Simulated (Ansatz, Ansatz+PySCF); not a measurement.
```xyz
5

O    -0.0333   -0.0857   -0.0681
H     0.6056    0.4442    0.4007
O     2.9662    0.0886    0.0323
H     3.7970    0.1439   -0.4227
H     3.0259   -0.6348    0.5903
```

Basis set: def2-SVP (spherical functions). Left uncorrelated: 2 orbitals. Charge 0, multiplicity 2.

Computed with Ansatz (development build ahead of 0.2.0); each method stands on the lowest determinant of its kind that the runs found.

Give the atomization energy at this shape (free ground-state atoms in the same class of orbitals less the molecule, no zero-point energy) of doublet H3O2 by UHF-MP2, UHF.

| method | atomization energy |
| --- | --- |
| UHF-MP2 | 13.58 eV |
| UHF | 9.62 eV |

Caution: the shape is not the minimum.
